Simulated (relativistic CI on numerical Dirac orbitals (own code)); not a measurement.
**Electric-dipole lines of Zr19+**

These numbers are calculated, not measured: Dirac-Coulomb-Breit CI, separate exchange-only KLI orbitals for each configuration, model QED (radiative potential, 1s self-energy scaled to tabulated hydrogen-like ionisation energies), unscaled Slater integrals (own radial code, finite nucleus).

CI space (outside the closed core [Ne]): 3s2 3p6 3d3, 3s2 3p5 3d4, 3s 3p6 3d4, 3s2 3p6 3d2 4s, 3s2 3p6 3d2 4p, 3s2 3p6 3d2 4d, 3s2 3p6 3d2 4f, 3s2 3p5 3d3 4s, 3s2 3p5 3d3 4p, 3s2 3p6 3d 4s 4p, 3s2 3p6 3d2 5s, 3p6 3d5, 3p5 3d6, 3s2 3p6 3d 4s2, 3s2 3p6 4s2 4p, 3s2 3p6 4s2 4d, 3s2 3p6 4s2 4f, 3s2 3p6 3d 4p2, 3s2 3p6 4s 4p2, 3s2 3p6 4p3, 3s2 3p6 4p2 4d, 3s2 3p6 4p2 4f. Double excitations out of closed p, d and f shells are left out; levels of such configurations are missing from the list, as are those of other unlisted configurations, and high levels can miss mixing partners. These lack a partner that the ground configuration has and come out too high: 3s2 3p5 3d3 4s, 3s2 3p5 3d3 4p.

```tsv
λ vac (Å)	Lower	Upper	A (s⁻¹)	gf	Branching (%)
69.823	3s2 3p6 3d3 2G_7/2 [7]	3s2 3p5 3d4 2F°_5/2 [194]	5.22e+11	2.29e+00	48.4
69.833	3s2 3p6 3d3 2H_9/2 [8]	3s2 3p5 3d4 2F°_7/2 [195]	2.14e+11	1.25e+00	20.5
70.408	3s2 3p6 3d3 2F_7/2 [16]	3s2 3p5 3d4 2D°_5/2 [198]	4.47e+11	1.99e+00	37.8
70.486	3s2 3p6 3d3 2H_9/2 [8]	3s2 3p5 3d4 2G°_7/2 [192]	3.22e+11	1.92e+00	31.2
71.272	3s2 3p6 3d3 4F_7/2 [3]	3s2 3p5 3d4 2F°_5/2 [179]	1.77e+11	8.10e-01	27.7
71.443	3s2 3p6 3d3 2H_9/2 [13]	3s2 3p5 3d4 2F°_7/2 [195]	3.61e+11	2.21e+00	34.6
71.745	3s2 3p6 3d3 4F_3/2 [1]	3s2 3p5 3d4 4D°_1/2 [173]	5.64e+11	8.70e-01	66.3
71.923	3s2 3p6 3d3 4F_5/2 [2]	3s2 3p5 3d4 2D°_3/2 [174]	3.21e+11	9.97e-01	45.0
72.093	3s2 3p6 3d3 2H_11/2 [12]	3s2 3p5 3d4 2G°_9/2 [190]	1.03e+12	8.01e+00	93.0
72.113	3s2 3p6 3d3 4F_9/2 [4]	3s2 3p5 3d4 4D°_7/2 [177]	7.54e+11	4.71e+00	73.7
72.126	3s2 3p6 3d3 2H_9/2 [13]	3s2 3p5 3d4 2G°_7/2 [192]	5.92e+11	3.69e+00	57.4
72.144	3s2 3p6 3d3 4F_7/2 [3]	3s2 3p5 3d4 2F°_5/2 [175]	2.73e+11	1.28e+00	53.1
72.228	3s2 3p6 3d3 2D_5/2 [14]	3s2 3p5 3d4 2P°_3/2 [191]	4.38e+11	1.37e+00	49.9
72.822	3s2 3p6 3d3 2H_9/2 [8]	3s2 3p5 3d4 2F°_7/2 [187]	3.33e+11	2.12e+00	44.2
73.218	3s2 3p6 3d3 4F_3/2 [1]	3s2 3p5 3d4 4D°_1/2 [167]	3.98e+11	6.39e-01	49.7
73.428	3s2 3p6 3d3 2F_7/2 [16]	3s2 3p5 3d4 2F°_7/2 [195]	2.11e+11	1.36e+00	20.2
73.666	3s2 3p6 3d3 2F_7/2 [16]	3s2 3p5 3d4 2D°_5/2 [193]	3.38e+11	1.65e+00	52.8
73.721	3s2 3p6 3d3 2D_3/2 [19]	3s2 3p5 3d4 2D°_3/2 [199]	6.94e+11	2.26e+00	61.9
73.735	3s2 3p6 3d3 2F_5/2 [17]	3s2 3p5 3d4 2F°_5/2 [194]	4.12e+11	2.01e+00	38.2
73.791	3s2 3p6 3d3 2D_3/2 [10]	3s2 3p5 3d4 2P°_1/2 [186]	8.74e+11	1.43e+00	92.2
74.416	3s2 3p6 3d3 2D_5/2 [18]	3s2 3p5 3d4 2D°_5/2 [198]	5.35e+11	2.66e+00	45.2
74.524	3s2 3p6 3d3 4F_5/2 [2]	3s2 3p5 3d4 4D°_3/2 [165]	2.32e+11	7.73e-01	36.7
75.121	3s2 3p6 3d3 4F_7/2 [3]	3s2 3p5 3d4 4P°_5/2 [166]	1.46e+11	7.40e-01	24.1
75.215	3s2 3p6 3d3 2H_11/2 [12]	3s2 3p5 3d4 2H°_11/2 [181]	7.74e+11	7.87e+00	96.1
76.028	3s2 3p6 3d3 2H_9/2 [13]	3s2 3p5 3d4 2H°_9/2 [178]	5.50e+11	4.76e+00	90.0
76.447	3s2 3p6 3d3 2G_7/2 [7]	3s2 3p5 3d4 2F°_5/2 [171]	2.20e+11	1.16e+00	51.8
77.017	3s2 3p6 3d3 4P_3/2 [5]	3s2 3p5 3d4 4P°_5/2 [166]	1.49e+11	7.94e-01	24.6
77.248	3s2 3p6 3d3 2H_9/2 [8]	3s2 3p5 3d4 2G°_9/2 [169]	2.60e+11	2.33e+00	56.2
77.459	3s2 3p6 3d3 2H_9/2 [8]	3s2 3p5 3d4 2G°_9/2 [168]	3.69e+11	3.32e+00	76.6
77.797	3s2 3p6 3d3 2D_5/2 [18]	3s2 3p5 3d4 2F°_7/2 [195]	1.99e+11	1.45e+00	19.1
77.808	3s2 3p6 3d3 4F_7/2 [3]	3s2 3p5 3d4 2F°_7/2 [154]	8.30e+10	6.03e-01	54.7
78.089	3s2 3p6 3d3 2G_7/2 [7]	3s2 3p5 3d4 2G°_7/2 [163]	3.14e+11	2.30e+00	73.5
78.536	3s2 3p6 3d3 4F_9/2 [4]	3s2 3p5 3d4 4F°_9/2 [153]	3.06e+11	2.83e+00	80.2
78.922	3s2 3p6 3d3 4F_7/2 [3]	3s2 3p5 3d4 4F°_7/2 [149]	1.62e+11	1.21e+00	46.2
79.120	3s2 3p6 3d3 2G_7/2 [7]	3s2 3p5 3d4 2F°_7/2 [160]	1.14e+11	8.54e-01	67.3
80.898	3s2 3p6 3d3 2H_9/2 [13]	3s2 3p5 3d4 2H°_11/2 [162]	1.40e+11	1.65e+00	69.3
81.213	3s2 3p6 3d3 4F_5/2 [2]	3s2 3p5 3d4 4F°_5/2 [135]	1.28e+11	7.62e-01	60.9
81.448	3s2 3p6 3d3 4F_3/2 [1]	3s2 3p5 3d4 4F°_3/2 [127]	1.41e+11	5.60e-01	85.2
83.634	3s2 3p6 3d3 2G_7/2 [7]	3s2 3p5 3d4 2H°_9/2 [144]	8.11e+10	8.51e-01	56.9
83.852	3s2 3p6 3d3 4F_9/2 [4]	3s2 3p5 3d4 4G°_11/2 [126]	9.56e+10	1.21e+00	88.6
84.712	3s2 3p6 3d3 4F_3/2 [1]	3s2 3p5 3d4 4G°_5/2 [109]	7.68e+10	4.95e-01	74.0
85.461	3s2 3p6 3d3 4F_5/2 [2]	3s2 3p5 3d4 4G°_7/2 [111]	5.91e+10	5.18e-01	69.2
86.273	3s2 3p6 3d3 4F_5/2 [2]	3s2 3p5 3d4 4G°_7/2 [104]	6.82e+10	6.09e-01	57.8
86.971	3s2 3p6 3d3 4F_7/2 [3]	3s2 3p5 3d4 4G°_9/2 [106]	1.13e+11	1.28e+00	74.1
89.662	3s2 3p6 3d3 4F_9/2 [4]	3s2 3p5 3d4 4G°_11/2 [100]	8.82e+10	1.28e+00	96.0
```

Terms are leading LS components. Brackets give the number of a level in order of energy, since labels repeat. The list gives strong lines, with weight on those to low levels, without lines whose two gauges differ by over a factor of 2.5, among the lowest 200 of 1660 levels, so that lines to higher ones, which can be the strongest, are missing. Levels whose partners in the same complex of configurations lie outside the list can be far off, and so can their lines. Rates are taken at the computed energies, electric ones in the length gauge.

At this charge energies of transitions that change n are usually good to better than 1 %, and those within a shell (Δn = 0) to a few per cent. Terms inside the open d or f shell come out 10 to 20 % too wide with unscaled integrals.

LS names give the leading component of a level, which can be under half, so a name can repeat, a term be missing and a line seem to break the LS rules.
